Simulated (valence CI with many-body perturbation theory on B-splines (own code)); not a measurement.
## Which ion has this spectrum?

A relativistic CI+MBPT calculation for an atom or ion with 21 electrons gives these levels (eV):

| J | Parity | E | g |
| --- | --- | --- | --- |
| 3/2 | even | 0.00 | 0.72 |
| 5/2 | even | 65.61 | 1.05 |
| 3/2 | even | 71.92 | 1.17 |
| 9/2 | even | 75.58 | 1.03 |
| 7/2 | even | 75.69 | 1.03 |
| 1/2 | even | 77.29 | 1.80 |
| 5/2 | even | 100.70 | 1.24 |
| 7/2 | even | 139.94 | 1.12 |
| 9/2 | even | 144.54 | 1.13 |
| 3/2 | even | 149.80 | 1.10 |
| 1/2 | even | 152.74 | 1.51 |
| 11/2 | even | 154.05 | 1.08 |
| 5/2 | even | 154.33 | 1.29 |
| 5/2 | even | 163.11 | 1.09 |

The energies are calculated, and their last digits are not significant.

(1) Which is it?
A. W53+
B. Os55+
C. Re54+
D. Ir56+

## Answers

(1) A. W53+, ground level (3d3/2^3) J=3/2.
